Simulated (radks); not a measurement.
Co17+, configuration [Ne] (the NIST ground configuration). All-electron calculation, Dirac Kohn-Sham, PBEsol, spin-unpolarised, spherical densities, point nucleus. Program: a radial shooting solver on a logarithmic mesh with Libxc functionals.

Spin-orbit splittings of the eigenvalues, e(l+1/2) - e(l-1/2), with zeta = 2 splitting/(2l+1) and mean radii in bohr:

| shell | occ. | splitting (eV) | zeta (eV) | <r> j=l-1/2 | <r> j=l+1/2 |
|---|---|---|---|---|---|
| 2p | 6 | 15.41 | 10.27 | 0.2181 | 0.2211 |
| 3p | 0 | 3.516 | 2.344 | 0.6132 | 0.6176 |
| 3d | 0 | ? | ? | 0.5580 | 0.5592 |

Estimate the 3d splitting.

Answer. 0.6769 eV (zeta = 0.2708 eV).
